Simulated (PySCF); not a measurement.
# Lu²⁺ (lutetium, charge +2) across methods

[Xe] 4f14 6p1, 2P determinant (an excited configuration). Computed with PySCF 2.14 in cc-pVDZ-X2C, with the spin-free X2C one-electron Hamiltonian (Gaussian nucleus).

| method | E (hartree) | mean ε 4f α (eV) | mean ε 4f β (eV) | mean ε 6p α (eV) | Σ⟨r²⟩ (bohr²) | ⟨S²⟩ |
| --- | --- | --- | --- | --- | --- | --- |
| TPSS | -14561.99 | -27.302 | -27.273 | -13.555 | 47.78 | 0.750 |
| revPBE | -14562.80 | -27.422 | -27.394 | -13.606 | 47.77 | 0.750 |
| LDA | -14552.75 | -27.816 | -27.787 | -13.567 | 47.57 | 0.750 |
| PBE0 | -14562.16 | -31.103 | -31.076 | -14.072 | 47.86 | 0.750 |
| M06-2X | -14563.78 | -35.273 | -35.235 | -14.665 | 47.25 | 0.750 |
| r2SCAN | -14562.49 | -27.638 | -27.594 | -13.605 | 47.68 | 0.750 |
| PBE | -14562.39 | -27.488 | -27.459 | -13.608 | 47.74 | 0.750 |
| UHF | -14557.37130 | -41.065 | -41.040 | -15.034 | 49.05 | 0.750 |

Spin-orbit coupling, absent here, splits the open shell strongly.
